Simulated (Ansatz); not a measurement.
Ansatz results at the PBE0-D4/def2-TZVP geometry: HOMO energy (ωB97M-V/def2-TZVPP) -10.49 eV; LUMO energy (ωB97M-V/def2-TZVPP) 1.33 eV; HOMO energy (PBE0/def2-TZVPP) -8.27 eV.

Each molecule was computed in one conformer, which needn't be the lowest.

(1) Which molecule gave them?
A. `N[Si@@H](Cl)[Si@@H](N)Cl`
B. `O[SiH](O)C#[C][GeH3]`
C. `F[SiH2]C[SiH2]F`
D. `F[Si](Cl)(Cl)[O][GeH3]`

Answers

(1) B. The others give `N[Si@@H](Cl)[Si@@H](N)Cl`: -9.84, 1.49, -7.75; `F[SiH2]C[SiH2]F`: -11.57, 1.25, -9.34; `F[Si](Cl)(Cl)[O][GeH3]`: -11.48, 1.44, -9.21.
